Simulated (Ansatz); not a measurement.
Input for Ansatz (an electronic-structure program): R-CCSD(T)/aug-cc-pVDZ on N2 (SMILES N#N).

Ansatz 0.2 input:
```yaml
crystal:
  periodic: [false, false, false]
  atoms:
    - {symbol: N, position_ang: [-0.14951255, 0.12532483, -0.21558440]}
    - {symbol: N, position_ang: [0.21958874, -0.61510117, -0.92604463]}
basis:
  gaussian:
    orbitals: aug-cc-pVDZ
magnetization: {spin_polarized: false}
correlation: {method: ccsd_t, electrons: outside_noble_gas}
scf: {lower_state_search: off}
```

Program output:

```
WARN ansatz: RAYON_NUM_THREADS=2 ignored (pool sized by the plan → 2); use --threads N
Functional definition: HF
these checks for a lower state are left out or cut short: stability, starts, cluster_reference, orbital_swaps, neighbouring_geometries, increment
integrals: 0.01 GiB planned
462 factors; integrals over basis functions are off by at most 5.6e-4 eV
mean field: 0.06 GiB planned
mean field evaluation 1: about -2964.6790 eV, gradient 1.0e1 eV
mean field evaluation 2: about -2964.6851 eV, gradient 1.0e1 eV
mean field evaluation 4: about -2964.9906 eV, gradient 3.8e-1 eV
mean field evaluation 8: about -2964.9910 eV, gradient 2.6e-5 eV
mean field -2964.99099145 eV, -108.9614091929 hartree, gradient 6.3e-7 eV, S^2 0.000000; 0 other end points of the search recorded, 0 dependent functions left out
2 core orbitals not correlated
reference -2964.99099145 eV, -108.9614091929 hartree; 5, 5 occupied and 39, 39 virtual orbitals, 462 factors
second order -8.57283250 eV of doubles, -0.00000000 eV of singles
coupled cluster: 0.08 GiB planned
cycle   1  -8.28457375 eV  change    2.9e-1 eV  update   7.6e-2
cycle   2  -8.58953542 eV  change   -3.0e-1 eV  update   2.3e-2
cycle   3  -8.65263311 eV  change   -6.3e-2 eV  update   1.0e-2
cycle   4  -8.65724581 eV  change   -4.6e-3 eV  update   2.5e-3
cycle   5  -8.65878102 eV  change   -1.5e-3 eV  update   6.0e-4
cycle   6  -8.65876768 eV  change    1.3e-5 eV  update   1.3e-4
cycle   7  -8.65885878 eV  change   -9.1e-5 eV  update   2.9e-5
cycle   8  -8.65886574 eV  change   -7.0e-6 eV  update   8.1e-6
perturbative correction -0.35858230 eV, -0.0131776564 hartree
Total energy: -2974.00843950 eV, -109.2927942961 hartree
Checks for a lower state left out: stability, starts, cluster_reference, orbital_swaps, neighbouring_geometries, increment
```

Self-consistency was reached.

Cost: about 1.0 core-seconds (a rough figure).
